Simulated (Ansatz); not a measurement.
The cluster AlSi₅. The state is a doublet with charge 0. Geometry r2SCAN-D4/def2-SVP.

```csv
atom,x (Å),y (Å),z (Å)
Al1,-1.3988,0.3286,0.2212
Si2,-1.0330,-1.2555,2.1064
Si3,0.6311,-1.2179,0.5688
Si4,-0.5484,2.5544,-0.4966
Si5,0.8881,0.8396,-0.8477
Si6,1.4609,-1.2492,-1.5521
```

At r2SCAN-D4/def2-TZVP, r2SCAN0-D4/def2-TZVP the charge 0 doublet is spin-contaminated (final ⟨S²⟩ up to 0.91, 0.75 for a pure state). Another isomer (doublet) lies 2.07 eV lower at PBE0-D4/def2-TZVP; other spin states weren't run for this one.

Question: Estimate the α-spin orbital energies around the gap (eV) in Ansatz with PBE-D4/def2-SVP, PBE-D4/def2-TZVP, r2SCAN-D4/def2-TZVP, PBE0-D4/def2-SVP, r2SCAN0-D4/def2-TZVP.

Answer: 
| orbital | PBE-D4/def2-SVP | PBE-D4/def2-TZVP | r2SCAN-D4/def2-TZVP | PBE0-D4/def2-SVP | r2SCAN0-D4/def2-TZVP |
| --- | --- | --- | --- | --- | --- |
| HOMO−9 | -12.72 | -12.53 | -13.10 | -14.45 | -14.57 |
| HOMO−8 | -9.25 | -9.15 | -9.45 | -10.50 | -10.53 |
| HOMO−7 | -9.20 | -9.09 | -9.38 | -10.41 | -10.43 |
| HOMO−6 | -8.52 | -8.40 | -8.69 | -9.69 | -9.71 |
| HOMO−5 | -7.04 | -6.91 | -7.23 | -8.01 | -8.07 |
| HOMO−4 | -6.29 | -6.19 | -6.40 | -7.16 | -7.15 |
| HOMO−3 | -6.24 | -6.12 | -6.34 | -7.15 | -7.13 |
| HOMO−2 | -6.02 | -5.89 | -6.11 | -6.86 | -6.83 |
| HOMO−1 | -5.51 | -5.41 | -5.58 | -6.22 | -6.20 |
| HOMO | -5.06 | -4.98 | -5.30 | -5.85 | -6.01 |
| LUMO | -4.23 | -4.15 | -4.19 | -3.74 | -3.62 |
| LUMO+1 | -3.38 | -3.31 | -3.29 | -2.82 | -2.71 |
| LUMO+2 | -2.89 | -2.84 | -2.80 | -2.31 | -2.20 |
| LUMO+3 | -2.64 | -2.61 | -2.50 | -1.96 | -1.85 |
| LUMO+4 | -1.75 | -1.79 | -1.60 | -1.05 | -0.96 |
| LUMO+5 | -1.10 | -1.18 | -0.93 | -0.32 | -0.28 |
| β HOMO | -5.44 | -5.35 | -5.52 | -6.16 | -6.17 |
| β LUMO | -4.39 | -4.28 | -4.12 | -3.71 | -3.42 |
